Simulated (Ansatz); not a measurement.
Job for Ansatz (a first-principles code): U-wB97X-V/def2-TZVPP on GeH4Te (SMILES [GeH3][TeH]), a point of a bond scan (R = 5.321 Å). Elements past Kr take the def2 small-core potentials; no spin–orbit coupling.

Ansatz 0.2 input:
```yaml
crystal:
  periodic: [false, false, false]
  atoms:
    - {symbol: Te, position_ang: [-0.09896076, 0.80692664, 0.65430353]}
    - {symbol: H, position_ang: [1.05691386, 4.21348942, -3.26666402]}
    - {symbol: Ge, position_ang: [0.13620165, -1.21741469, -0.93151219]}
    - {symbol: H, position_ang: [1.56045513, -1.29524723, -1.50328127]}
    - {symbol: H, position_ang: [-0.15262004, -2.45072946, -0.06258670]}
    - {symbol: H, position_ang: [-0.88257830, -1.12841585, -2.07852674]}
basis:
  gaussian:
    orbitals: def2-TZVPP
hamiltonian:
  xc: {name: wB97X-V}
magnetization: {spin_polarized: true, initial_magnetization: 0}
```

It printed:

```
WARN ansatz: RAYON_NUM_THREADS=1 ignored (pool sized by the plan → 1); use --threads N
Functional definition: wB97X-V
integrals: 0.09 GiB planned
1036 factors; their error is unknown
integrals: 0.12 GiB planned
226 factors; integrals over basis functions are off by at most 6.1e-5 eV
mean field: 1.21 GiB planned
mean field evaluation 1: about -63858.3217 eV, gradient 1.6e1 eV
mean field evaluation 2: about -63853.0007 eV, gradient 3.2e1 eV
mean field evaluation 4: about -63857.9650 eV, gradient 1.4e1 eV
mean field evaluation 8: about -63864.7896 eV, gradient 5.0e-2 eV
mean field evaluation 16: about -63868.3076 eV, gradient 6.9e-2 eV
mean field evaluation 32: about -63868.0710 eV, gradient 4.2e-2 eV
mean field evaluation 64: about -63868.3062 eV, gradient 1.1e-1 eV
mean field -63868.30763231 eV, -2347.1170139937 hartree, gradient 3.3e-6 eV, S^2 1.003034; 3 other end points of the search recorded, 0 dependent functions left out
reference -63868.30763203 eV, -2347.1170139831 hartree; 30, 30 occupied and 124, 124 virtual orbitals, 1036 factors
Total energy: -63868.30763203 eV, -2347.1170139831 hartree
```

Self-consistency was reached. Its determinant has ⟨S²⟩ = 1.00, a mixture of spin states.

Cost: about 2.2 core-minutes (a rough figure).
